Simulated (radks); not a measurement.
Results of a calculation; reference values are marked as such.
These are the eigenvalues of the occupied orbitals of an atom or ion with whole-number occupations (Ry). Level of theory: scalar-relativistic Kohn-Sham, PBEsol, spin-unpolarised, spherical densities, point nucleus (a radial shooting solver on a logarithmic mesh with Libxc functionals).

| orbital | eigenvalue |
|---|---|
| 1s | -432.0427 |
| 2s | -49.30395 |
| 2p | -41.50531 |
| 3s | -5.71422 |
| 3p | -3.61366 |
| 3d | -0.44220 |
| 4s | -0.36224 |

Which element is it, and in what charge state? The configuration may be excited.

Answer. Z = 24, chromium, charge 0: Cr in [Ar] 3d4 4s2. The list shows which subshells hold electrons but not how many an open one holds; the 1s level, -216.02 hartree, gives Z - s = 20.8 by -(Z - s)^2/2, which with screening and relativity narrows Z to a few neighbours, and the depths of the outer levels then fix element, charge and occupations together.
